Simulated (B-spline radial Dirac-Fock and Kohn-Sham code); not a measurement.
In⁴⁺: eigenvalues, ΔSCF and the reference

System: In⁴⁺, configuration 1s2 2s2 2p6 3s2 3p6 3d10 4s2 4p6 4d9.

The density-functional columns are spherical, spin-unpolarised Dirac-Kohn-Sham results without Breit or QED terms: −ε is minus the orbital energy of the initial state and ΔSCF the difference of two total energies. The reference in the last column comes from Dirac-Fock energy differences between relaxed states, corrected for Breit and QED terms. All numbers are from a B-spline atomic structure program, in eV; a selection of levels is shown. The Kohn-Sham columns are given as differences from the reference. For the 1s level of heavy atoms much of the gap between ΔSCF and the reference is the Breit and QED part, -89.8 eV here; for other levels the error of the functional can be larger.

```
     level  PBE −ε − DF  PBE ΔSCF − DF  LDA −ε − DF  LDA ΔSCF − DF  Dirac-Fock
    K (1s)       -215.5         +115.3       -248.6          +81.2     28000.3
   L1 (2s)       -104.4          -45.0       -108.3          -48.7      4305.5
L2 (2p1/2)        -79.0           -5.4        -80.4           -6.6      4000.2
L3 (2p3/2)        -81.9          -12.4        -82.9          -13.4      3792.2
   M1 (3s)        -52.5          -31.0        -53.7          -32.1       889.6
M2 (3p1/2)        -42.1          -20.1        -42.4          -20.3       766.2
M3 (3p3/2)        -41.8          -20.4        -42.0          -20.5       727.7
M4 (3d3/2)        -25.4           -2.0        -24.9           -1.5       511.5
   N1 (4s)        -21.1          -10.3        -21.2          -10.4       188.8
N2 (4p1/2)        -16.0           -5.6        -15.9           -5.5       146.6
N3 (4p3/2)        -16.0           -5.8        -16.0           -5.8       139.8
 N4,5 (4d)         -7.5           +1.5         -7.3           +1.8       72.64
```

Values without a named source are computed, but for edge energies of neutral atoms, which are taken from tables.
